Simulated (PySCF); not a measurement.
Two species compared at the same levels of theory.

First species: C3H9BO.
SMILES: `CCBOC`

Second species: C6H12N2O.
SMILES: `CCN1C[C@@H](OC)C=N1`

Levels: CAM-B3LYP/def2-SVPD for HOMO energy, LUMO energy, HOMO–LUMO gap and static isotropic polarisability; TDDFT CAM-B3LYP/def2-SVPD for lowest singlet excitation; TDA CAM-B3LYP/def2-SVPD for lowest triplet excitation (Tamm–Dancoff); ΔSCF CAM-B3LYP/def2-SVPD for vertical ionisation energy. Geometries: PBE0-D3(BJ)/def2-SVP. Each species is one conformer at its optimised geometry, gas phase, non-relativistic unless stated; the electronic structure was computed with PySCF and density fitting.

Dipoles, sizes and rotational constants follow the conformer. The torsions of the flexible species, by atom-mapped SMILES:
- `[CH3:1][CH2:2][BH:3][O:4][CH3:5]`: C1–C2–B3–O4 180°, C2–B3–O4–C5 0°

The conformers of `CCN1C[C@@H](OC)C=N1` aren't listed.

Values for the first species:

| Item | Value |
| --- | --- |
| HOMO energy | -9.45 eV |
| LUMO energy | 1.08 eV |
| HOMO–LUMO gap | 10.53 eV |
| Lowest singlet excitation | 6.34 eV |
| Lowest triplet excitation (Tamm–Dancoff) | 5.84 eV |
| Static isotropic polarisability | 56.5 au |
| Vertical ionisation energy | 10.36 eV |

Q: Estimate the same properties for the second species, and the change in each.

A: 
```csv
property,first,second,second less first
HOMO energy,-9.45 eV,-7.22 eV,+2.23 eV
LUMO energy,1.08 eV,1.08 eV,0.00 eV
HOMO–LUMO gap,10.53 eV,8.30 eV,-2.23 eV
lowest singlet excitation,6.34 eV,5.20 eV,-1.14 eV
lowest triplet excitation (Tamm–Dancoff),5.84 eV,3.36 eV,-2.48 eV
static isotropic polarisability,56.5 au,92.4 au,+35.9 au
vertical ionisation energy,10.36 eV,7.83 eV,-2.53 eV
```

On the first: The principal polarisabilities are 47.4, 54.7 and 67.5 au; their mean is the isotropic value. S1 lies 4.19 eV below the HOMO–LUMO gap.

On the second: The polarisability is 13.69 Å³ as a volume (1 au = 0.148185 Å³), or 1.32 au for each of the 70 electrons. The ΔSCF ionisation energy exceeds −ε(HOMO) by 0.61 eV with CAM-B3LYP.
